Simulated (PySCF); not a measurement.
Isomers of C2H11NSi2. Method used: PySCF 2.14.0, density-fitted response routines, TDDFT CAM-B3LYP/def2-SVPD, vertical, gas phase, core orbitals frozen in the response. Geometries: PBE0-D3(BJ)/def2-SVP; one conformer of each isolated species. Triplets are in the Tamm–Dancoff approximation.

Task: Rank by computed lowest singlet excitation energy, lowest first.
A. `CN[SiH2]C[SiH3]`
B. `CN[SiH2][SiH2]C`
C. `CC[Si@@H](N)[SiH3]`
D. `CN(C)[SiH2][SiH3]`

Result: D (5.27 eV), B (5.73 eV), A (5.98 eV), C (6.22 eV).

```csv
SMILES,S1 (eV),T1 (eV),α (au),f (S1),LUMO (eV),S1 mainly
CN(C)[SiH2][SiH3],5.27,4.92,93.4,0.017,0.96,H→L (86%)
CN[SiH2][SiH2]C,5.73,5.40,92.3,0.002,1.04,H→L (85%)
CN[SiH2]C[SiH3],5.98,5.72,87.8,0.002,1.07,H→L (60%)
CC[Si@@H](N)[SiH3],6.22,5.84,92.0,0.008,0.91,H→L (87%)
```

H and L stand for HOMO and LUMO.

- `CN(C)[SiH2][SiH3]`: Löwdin shares by element: HOMO nitrogen 47%, silicon 20%, carbon 7% or more (atoms not listed hold the other 26%); LUMO silicon 36%, carbon 21% (atoms not listed hold the other 43%).
- `CN[SiH2][SiH2]C`: Löwdin shares by element: HOMO nitrogen 52%, silicon 12% or more, carbon 10% or more, hydrogen 8% or more (atoms not listed hold the other 18%); LUMO silicon 33%, carbon 13% or more, hydrogen 10% or more (atoms not listed hold the other 45%).
- `CN[SiH2]C[SiH3]`: Löwdin shares by element: HOMO nitrogen 56%, carbon 11% or more, silicon 9% or more, hydrogen 6% or more (atoms not listed hold the other 18%); LUMO silicon 36%, carbon 20% (atoms not listed hold the other 44%).
- `CC[Si@@H](N)[SiH3]`: Löwdin shares by element: HOMO nitrogen 45%, silicon 27%, hydrogen 13% or more (atoms not listed hold the other 15%); LUMO silicon 34%, hydrogen 12% or more, nitrogen 11% (atoms not listed hold the other 43%).

Without π bonds the low states are Rydberg-like; a valence basis with one diffuse set may place them up to an eV too high.
